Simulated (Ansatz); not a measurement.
Consider the formal exchange of groups at a B–S bond: `CSB(F)F` + SiH₄ → `FB(F)[SiH3]` + CH₃SH.

Program: Ansatz. Geometries: PBE0-D4/def2-TZVP. ΔE: electronic, gas phase. CBS: MP2 limit from def2 TZ/QZ plus the TZ coupled-cluster correction, frozen cores. This one scheme is used for every species. DFT in def2-TZVPP. HSE06 is defined as in plane-wave codes. One conformer a species, not always the lowest.

| species | HSE06 energy (Eh) |
| --- | --- |
| `CSB(F)F` | -662.48662 |
| SiH₄ | -291.74918 |
| `FB(F)[SiH3]` | -515.67592 |
| CH₃SH | -438.52728 |

(1) Work out ΔE.

Largest T1 diagnostic among the species: 0.014.

## Answers

(1) ΔE = (-515.67592) + (-438.52728) − (-662.48662) − (-291.74918) = 0.03260 Eh = +20.5 kcal/mol. CCSD(T)/CBS gives +20.9 kcal/mol.

The D4 term adds +0.8 kcal/mol with B3LYP and +0.4 kcal/mol with PBE0; it sums over pairs of atoms, weighted by their polarisabilities, and B3LYP, whose exchange is more repulsive, gets the larger term. From BLYP to BHLYP (50 % exact exchange), in def2-TZVPP and without D4, ΔE moves by +1.5 kcal/mol.

B3LYP here is the variant with VWN-RPA as its local correlation; programs differ in this.
